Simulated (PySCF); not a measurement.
# Correlation energy of Cr⁺ (chromium, charge +1)

[Ar] 3d5, high-spin 6S determinant. All numbers are calculated (PySCF 2.14, the spin-free X2C one-electron Hamiltonian (Gaussian nucleus), in x2c-TZVPPall with one added diffuse shell each of s, p, d, f type (7s6p5d3f1g, 80 functions)). Frozen: [Ar]; 5 electrons correlated.

```csv
level,correlation energy (mhartree)
CCSD,-79.98
(T),-1.54
CCSD(T),-81.52
```

Diagnostics: T1 = 0.011, D1 = 0.0149, largest double amplitude 0.021.

Cost of the coupled-cluster step: roughly 7 core-seconds, for 5 correlated electrons.

Iterations:

```
CC2 = 0
CCSD nocc = (np.int64(5), np.int64(0)), nmo = (71, 71)
frozen orbitals [[0, 1, 2, 3, 4, 5, 6, 7, 8], [0, 1, 2, 3, 4, 5, 6, 7, 8]]
max_cycle = 100
direct = 0
conv_tol = 1e-08
conv_tol_normt = 1e-06
diis_space = 8
diis_start_cycle = 0
Init t2, MP2 energy = -0.0743374811391981
Init E_corr(UCCSD) = -0.0743374812115008
cycle = 1  E_corr(UCCSD) = -0.0789605796489129  dE = -0.00462309844  norm(t1,t2) = 0.0264681
cycle = 2  E_corr(UCCSD) = -0.079743586631332  dE = -0.000783006982  norm(t1,t2) = 0.00687237
cycle = 3  E_corr(UCCSD) = -0.0799616313160034  dE = -0.000218044685  norm(t1,t2) = 0.00316702
cycle = 4  E_corr(UCCSD) = -0.0799855354538379  dE = -2.39041378e-05  norm(t1,t2) = 0.00043291
cycle = 5  E_corr(UCCSD) = -0.0799792488000513  dE = 6.28665379e-06  norm(t1,t2) = 0.000134314
cycle = 6  E_corr(UCCSD) = -0.0799799365624892  dE = -6.87762438e-07  norm(t1,t2) = 1.34657e-05
cycle = 7  E_corr(UCCSD) = -0.0799800935619361  dE = -1.56999447e-07  norm(t1,t2) = 3.66286e-06
cycle = 8  E_corr(UCCSD) = -0.0799800748561059  dE = 1.87058302e-08  norm(t1,t2) = 7.59945e-07
cycle = 9  E_corr(UCCSD) = -0.0799800668353504  dE = 8.02075548e-09  norm(t1,t2) = 2.03143e-07
UCCSD converged
E(UCCSD) = -1049.502471763392  E_corr = -0.07998006683535043
UCCSD(T) correction = -0.00153762654805343
```
